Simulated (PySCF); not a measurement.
# Working out the ionisation energy of N(2+)

N(2+) [He] 2s2 2p1 (2P) → N(3+) [He] 2s2 (1S). Calculation: PySCF 2.14, in aug-cc-pVTZ (5s4p3d2f, 46 functions); no relativity, point nucleus. Frozen: 1s2. Energies in hartree (1 hartree = 27.21139 eV):

```
             part  N(2+) (lower)  N(3+) (upper)
              UHF     -52.817635     -51.080694
MP2 opposite-spin      -0.052975      -0.049769
    MP2 same-spin      -0.003646       0.000000
```

**Question.** What does Hartree-Fock give?

**Answer.** (-51.080694) − (-52.817635) = 1.736941 hartree = 47.265 eV.

**Question.** What do MP2 and SCS-MP2 (6/5 opposite-spin, 1/3 same-spin) give?

**Answer.** The opposite-spin parts differ by 0.087 eV and the same-spin parts by 0.099 eV. MP2: 47.265 + (0.087) + (0.099) = 47.451 eV. SCS-MP2: 47.265 + 1.2 × (0.087) + (0.099)/3 = 47.402 eV.

A first-order spin-orbit estimate adds 0.014 eV to MP2 (valence), giving 47.465 eV against 47.445 eV (semi-empirical (NIST evaluation); NIST Atomic Spectra Database, ionization energies).

What remains against the reference includes basis incompleteness, the frozen core and correlation beyond second order.
